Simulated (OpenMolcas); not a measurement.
Pd2+ (d8) among equal point charges was computed by CASSCF with the d shell active (OpenMolcas, ANO-RCC-VTZP on the metal). Its lowest spin-free states, and all those of the highest spin:

| 2S+1 | Degeneracy | E (cm-1) |
| --- | --- | --- |
| 3 | 1 | 0.0 |
| 3 | 2 | 1693 |
| 3 | 1 | 3170 |
| 3 | 1 | 4094 |
| 3 | 2 | 4564 |
| 1 | 1 | 12728 |
| 1 | 1 | 13646 |
| 1 | 2 | 15107 |
| 3 | 1 | 15563 |
| 1 | 1 | 16193 |
| 1 | 1 | 17782 |
| 3 | 2 | 18811 |

Question: Is the site octahedral, tetrahedral or cube-like, axial, or of lower symmetry?

Answer: The states with 2S+1 = 3 have orbital degeneracies 1, 2, 1, 1, 2, 1, 2. There are pairs but no triples, so the site is axial: not cubic, but with a proper or improper axis of order three or more. The run had Pd2+ among 6 point charges of -1.7 e arranged as a tetragonal octahedron (D4h), 2.38 Å from the ion, with the axial distance 2.856 Å.

Without dynamic correlation the repulsion within the d shell is too large (B by tens of per cent), so at a given field states of lower spin stand too high. Real 4d8 and 5d8 ions are as a rule square planar and diamagnetic. Point charges give a weaker field than real ligands, and real ions of this kind are as a rule low spin; the high spin found here belongs to the model. The ground term spreads over less than 5000 cm-1, several times less than with real ligands, so orbital moments are less quenched and χT lies further from the spin-only value than at real sites. Point charges carry no covalency, so the field is a model and not that of real ligands. No measured value stands beside these numbers.
